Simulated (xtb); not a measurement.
C$_{8}$H$_{12}$, triplet, at a GFN2-xTB geometry (a higher spin typed on purpose: for a closed-shell molecule this is an excited state); GFN2-xTB run with xtb.

Here is a job for xtb.
```
$ xtb mol.xyz --gfn 2 --chrg 0 --uhf 2 --json

# file mol.xyz
20

C     -0.70828786    -1.71453506    -0.20008818
C      0.70628698    -1.71604758    -0.19410523
C      1.51785443    -0.59492883    -0.59285083
C      1.51405403     0.59168699     0.60567432
C      0.70828786     1.71453506     0.20008818
C     -0.70628698     1.71604758     0.19410523
C     -1.51785443     0.59492883     0.59285083
C     -1.51405403    -0.59168699    -0.60567432
H     -1.19959199    -2.50912615     0.34426658
H      1.19126860    -2.51168255     0.35437875
H      1.15724154    -0.09450629    -1.48685965
H      2.56158258    -0.86991102    -0.71728077
H      2.55727795     0.86443772     0.73893104
H      1.14482246     0.09204483     1.49659626
H      1.19959199     2.50912615    -0.34426658
H     -1.19126860     2.51168255    -0.35437875
H     -1.15724154     0.09450629     1.48685965
H     -2.56158258     0.86991102     0.71728077
H     -1.14482246    -0.09204483    -1.49659626
H     -2.55727795    -0.86443772    -0.73893104
```

The log (banner, timings and long lists left out):

```
   ID    Z sym.   atoms
    1    6 C      1-8
    2    1 H      9-20

           -------------------------------------------------
          |                Calculation Setup                |
           -------------------------------------------------

           -------------------------------------------------
          |                 G F N 2 - x T B                 |
           -------------------------------------------------

          ...................................................
          :                      SETUP                      :
          :.................................................:
          :  # basis functions                  44          :
          :  # atomic orbitals                  44          :
          :  # shells                           28          :
          :  # electrons                        44          :
          :  max. iterations                   250          :
          :  Hamiltonian                  GFN2-xTB          :
          :  restarted?                      false          :
          :  GBSA solvation                  false          :
          :  PC potential                    false          :
          :  electronic temp.          300.0000000     K    :
          :  accuracy                    1.0000000          :
          :  -> integral cutoff          0.2500000E+02      :
          :  -> integral neglect         0.1000000E-07      :
          :  -> SCF convergence          0.1000000E-05 Eh   :
          :  -> wf. convergence          0.1000000E-03 e    :
          :  Broyden damping             0.4000000          :
          :  net charge                          0          :
          :  unpaired electrons                  2          :
          ...................................................

 iter      E             dE          RMSdq      gap      omega  full diag
   1    -23.3942705 -0.233943E+02  0.324E+00    1.46       0.0  T
   2    -23.4273692 -0.330986E-01  0.187E+00    1.46       1.0  T
   3    -23.4280697 -0.700567E-03  0.628E-01    1.43       1.0  T
   4    -23.4283662 -0.296459E-03  0.143E-01    1.44       1.0  T
   5    -23.4286256 -0.259439E-03  0.497E-02    1.44       1.0  T
   6    -23.4286267 -0.104127E-05  0.413E-03    1.44       5.4  T
   7    -23.4286267 -0.279612E-07  0.143E-03    1.44      15.7  T
   8    -23.4286267 -0.389813E-08  0.272E-04    1.44      82.2  T
   9    -23.4286267 -0.200799E-10  0.274E-05    1.44     816.4  T

   *** convergence criteria satisfied after 9 iterations ***

 transition dipole moment (au) for excitation:          22          23
     X       Y       Z
   0.0000  -0.0000   0.0000  total (au/Debye):    0.000   0.000
 dE (eV)             :    2.765
 oscillator strength :  0.22090E-20

         :::::::::::::::::::::::::::::::::::::::::::::::::::::
         ::                     SUMMARY                     ::
         :::::::::::::::::::::::::::::::::::::::::::::::::::::
         :: total energy             -23.055006480128 Eh    ::
         :: gradient norm              0.000053903573 Eh/a0 ::
         :: HOMO-LUMO gap              1.435966518166 eV    ::
         ::.................................................::
         :: SCC energy               -23.428550288661 Eh    ::
         :: -> isotropic ES            0.003479883952 Eh    ::
         :: -> anisotropic ES          0.006257884759 Eh    ::
         :: -> anisotropic XC          0.016483897663 Eh    ::
         :: -> dispersion             -0.015542773347 Eh    ::
         :: repulsion energy           0.373543808532 Eh    ::
         :: add. restraining           0.000000000000 Eh    ::
         :: total charge               0.000000000000 e     ::
         :::::::::::::::::::::::::::::::::::::::::::::::::::::

           -------------------------------------------------
          |                Property Printout                |
           -------------------------------------------------

    * Orbital Energies and Occupations

         #    Occupation            Energy/Eh            Energy/eV
      -------------------------------------------------------------
         1        2.0000           -0.6243777             -16.9902
       ...           ...                  ...                  ...
        11        2.0000           -0.4904736             -13.3465
        12        2.0000           -0.4891362             -13.3101
        13        2.0000           -0.4796460             -13.0518
        14        2.0000           -0.4615454             -12.5593
        15        2.0000           -0.4553097             -12.3896
        16        2.0000           -0.4478704             -12.1872
        17        2.0000           -0.4390647             -11.9476
        18        2.0000           -0.4383330             -11.9276
        19        2.0000           -0.4176484             -11.3648
        20        2.0000           -0.4156096             -11.3093
        21        2.0000           -0.3890492             -10.5866
        22        1.0000           -0.3472779              -9.4499
        23        1.0000           -0.2456824              -6.6854 (HOMO)
        24                         -0.1929116              -5.2494 (LUMO)
        25                         -0.0069854              -0.1901
        26                          0.0211330               0.5751
        27                          0.1174838               3.1969
        28                          0.1256050               3.4179
        29                          0.1424576               3.8765
        30                          0.1469431               3.9985
        31                          0.1496632               4.0725
        32                          0.1598110               4.3487
        33                          0.1689031               4.5961
        34                          0.2097889               5.7086
       ...                                ...                  ...
        44                          0.4945213              13.4566
      -------------------------------------------------------------
                  HL-Gap            0.0527708 Eh            1.4360 eV
             Fermi-level           -0.2937303 Eh           -7.9928 eV

     #   Z          covCN         q      C6AA      α(0)
     1   6 C        2.889    -0.055    29.365     8.884
     2   6 C        2.889    -0.055    29.365     8.884
     3   6 C        3.767    -0.049    21.498     6.608
     4   6 C        3.767    -0.049    21.498     6.608
     5   6 C        2.889    -0.055    29.365     8.884
     6   6 C        2.889    -0.055    29.365     8.884
     7   6 C        3.767    -0.049    21.498     6.608
     8   6 C        3.767    -0.049    21.498     6.608
     9   1 H        0.925     0.020     2.734     2.586
    10   1 H        0.925     0.020     2.734     2.586
    11   1 H        0.925     0.045     2.388     2.417
    12   1 H        0.925     0.040     2.451     2.448
    13   1 H        0.925     0.040     2.451     2.448
    14   1 H        0.925     0.045     2.388     2.417
    15   1 H        0.925     0.020     2.734     2.586
    16   1 H        0.925     0.020     2.734     2.586
    17   1 H        0.925     0.045     2.388     2.417
    18   1 H        0.925     0.040     2.451     2.448
    19   1 H        0.925     0.045     2.388     2.417
    20   1 H        0.925     0.040     2.451     2.448

 Mol. C6AA /au·bohr⁶  :       3504.308663
 Mol. C8AA /au·bohr⁸  :      79619.634479
 Mol. α(0) /au        :         91.772744

Wiberg/Mayer (AO) data.
largest (>0.10) Wiberg bond orders for each atom

 ---------------------------------------------------------------------------
     #   Z sym  total        # sym  WBO       # sym  WBO       # sym  WBO
 ---------------------------------------------------------------------------
     1   6 C    3.835 --     2 C    1.291     8 C    1.188     9 H    0.971
                             5 C    0.148     6 C    0.117
     2   6 C    3.835 --     1 C    1.291     3 C    1.188    10 H    0.971
                             6 C    0.148     5 C    0.117
     3   6 C    3.983 --     2 C    1.188    12 H    0.972    11 H    0.970
                             4 C    0.737
     4   6 C    3.983 --     5 C    1.188    13 H    0.972    14 H    0.970
                             3 C    0.737
     5   6 C    3.835 --     6 C    1.291     4 C    1.188    15 H    0.971
                             1 C    0.148     2 C    0.117
     6   6 C    3.835 --     5 C    1.291     7 C    1.188    16 H    0.971
                             2 C    0.148     1 C    0.117
     7   6 C    3.983 --     6 C    1.188    18 H    0.972    17 H    0.970
                             8 C    0.737
     8   6 C    3.983 --     1 C    1.188    20 H    0.972    19 H    0.970
                             7 C    0.737
     9   1 H    1.000 --     1 C    0.971
    10   1 H    1.000 --     2 C    0.971
    11   1 H    0.998 --     3 C    0.970
    12   1 H    0.998 --     3 C    0.972
    13   1 H    0.998 --     4 C    0.972
    14   1 H    0.998 --     4 C    0.970
    15   1 H    1.000 --     5 C    0.971
    16   1 H    1.000 --     6 C    0.971
    17   1 H    0.998 --     7 C    0.970
    18   1 H    0.998 --     7 C    0.972
    19   1 H    0.998 --     8 C    0.970
    20   1 H    0.998 --     8 C    0.972
 ---------------------------------------------------------------------------

Topologies differ in total number of bonds
Writing topology from bond orders to xtbtopo.mol

molecular dipole:
                 x           y           z       tot (Debye)
 q only:        0.000       0.000       0.000
   full:        0.000       0.000       0.000       0.000
molecular quadrupole (traceless):
                xx          xy          yy          xz          yz          zz
 q only:        2.399      -0.003      -2.554       0.009      -0.477       0.155
  q+dip:        5.005       0.009      -3.626       0.022      -4.330      -1.379
   full:        3.791       0.003      -3.483       0.015      -2.545      -0.308

           -------------------------------------------------
          | TOTAL ENERGY              -23.055006480128 Eh   |
          | GRADIENT NORM               0.000053903573 Eh/α |
          | HOMO-LUMO GAP               1.435966518166 eV   |
           -------------------------------------------------

normal termination of xtb
```
